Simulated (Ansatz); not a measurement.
Start from `C[Si]1(Br)BC1` and change one atom or group to get `F[Si]1(Br)BC1`.

Ansatz, PBE0-D4/def2-TZVP geometries, multiplicity 1. 

Scalar relativity is left out up to krypton.

```tsv
property	`C[Si]1(Br)BC1`
LUMO energy (PBE0/def2-TZVPP) / eV	-1.33
size of the dipole moment (B3LYP/def2-TZVPP) / D	2.25
LUMO energy (PBE/def2-TZVPP) / eV	-2.23
size of the dipole moment (ωB97M-V/def2-TZVPP) / D	2.28
HOMO energy (ωB97M-V/def2-TZVPP) / eV	-8.95
HOMO energy (PBE/def2-TZVPP) / eV	-5.84
```

Task: What does the change do to each property? (An estimate is asked.)

Result: The calculation gave: 
```csv
property,`F[Si]1(Br)BC1`,shift
LUMO energy (PBE0/def2-TZVPP) / eV,-1.72,-0.39
size of the dipole moment (B3LYP/def2-TZVPP) / D,0.80,-1.45
LUMO energy (PBE/def2-TZVPP) / eV,-2.62,-0.39
size of the dipole moment (ωB97M-V/def2-TZVPP) / D,0.76,-1.52
HOMO energy (ωB97M-V/def2-TZVPP) / eV,-9.44,-0.49
HOMO energy (PBE/def2-TZVPP) / eV,-6.27,-0.43
```

With PBE0 the HOMO falls by 0.48 eV and the LUMO falls by 0.39 eV, so the gap widens by about 0.09 eV. PBE moves the HOMO by -0.43 eV and ωB97M-V by -0.49 eV. Dipoles are sizes alone; their direction can turn.

B3LYP here is the variant with VWN-RPA as its local correlation; programs differ in this.

Spin–orbit coupling is left out; it splits and shifts lone-pair levels of the heavy atoms by tenths of an eV.
